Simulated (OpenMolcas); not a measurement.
**Computed transition rates of C**

```yaml
Program: OpenMolcas 26.06
Method: "SS-RASPT2, IPEA 0.25 Eh, imaginary shift 0.1 Eh (closed shells correlated: 1s 2s)"
Basis: ANO-RCC [8s8p4d3f2g]
Scalar_Hamiltonian: DKH2, point nucleus
Active_space: 2 electrons in 9 orbitals (RAS2 2p; RAS3 3s 3d, at most 1 electron)
State_averaging: 2S+1 = 3 even, 3 roots; 2S+1 = 1 even, 6 roots; 2S+1 = 3 odd, 3 roots; 2S+1 = 1 odd, 3 roots
Spin-orbit_coupling: state interaction with AMFI integrals over the reference wave functions, term energies averaged over their components
```

Rates come from the transition moments of the reference wave functions (E1 and E2 in the length form). At fixed line strength A goes as λ^-3 for E1 and M1 and as λ^-5 for E2, so a rate at the computed wavelength can be rescaled to the measured one. Measured vacuum wavelengths follow from level energies in NIST Handbook of Basic Atomic Spectroscopic Data. Branching counts decays inside the model space alone, at computed energies, and the table is only a selection of the E1 lines, drawn from those between levels with measured partners whose computed energy lies within a factor of 1.5 of the measured one.

```tsv
Upper	Lower	Type	λ computed (nm)	λ measured (nm)	A computed (s-1)	A rescaled (s-1)	Branching %
2s2 2p 3s 1P* 1	2s2 2p2 1D2	E1	188.7	193.1	3.21e+08	3.00e+08	94.7
2s2 2p 3s 3P* 0	2s2 2p2 3P1	E1	162.7	165.8	2.54e+08	2.40e+08	100.0
2s2 2p 3s 3P* 2	2s2 2p2 3P2	E1	162.6	165.7	1.91e+08	1.80e+08	75.0
2s2 2p 3s 3P* 1	2s2 2p2 3P2	E1	162.7	165.8	1.06e+08	1.00e+08	41.6
2s2 2p 3s 3P* 1	2s2 2p2 3P0	E1	162.6	165.7	8.47e+07	8.00e+07	33.4
2s2 2p 3s 3P* 2	2s2 2p2 3P1	E1	162.5	165.6	6.36e+07	6.01e+07	25.0
2s2 2p 3s 3P* 1	2s2 2p2 3P1	E1	162.7	165.7	6.34e+07	6.00e+07	25.0
2s2 2p 3s 1P* 1	2s2 2p2 1S0	E1	269.9	247.9	1.79e+07	2.31e+07	5.3
```

The largest correction is for 2s2 2p 3s 1P* 1 → 2s2 2p2 1S0 (E1): 1.79e+07 × (269.9 / 247.9)^3 = 2.31e+07 s-1, a factor of 1.29.

The computed rate and branching of 2s2 2p 3s 3P* 0 → 2s2 2p2 3P1 give the upper level a radiative lifetime of 1.000 / 2.54e+08 s-1 = 3.94e-09 s, counting decays inside the model space alone. The rescaled rate gives about 4.2e-09 s.

No measured rate stands beside these. Rescaling mends the energy factor alone: line strengths can still be far off where a level mixes with configurations outside the active space, and weak or spin-changing lines hang on small mixing coefficients that depend on the term gaps too, so rescaling need not improve them.

CASPT2 does not keep the components of a term degenerate, so their means are used; among the terms shown or strongly mixed into the levels shown the widest spread is 84 cm-1 (2s2 2p2 1D). ANO sets are built for valence states and can reach diffuse excited orbitals poorly. With the s shell closed, the reference lacks s² → p² mixing. Some terms miss by over 15 % even with CASPT2, which points to a basis or an active space too small for the shells correlated. Computed and measured levels are paired by configuration, term and J; levels that our copy of the source lacks, or whose pairing is in doubt (as where it misses far off the trend of its configuration), stay unpaired. Only configurations of the active space appear.

* marks odd parity.
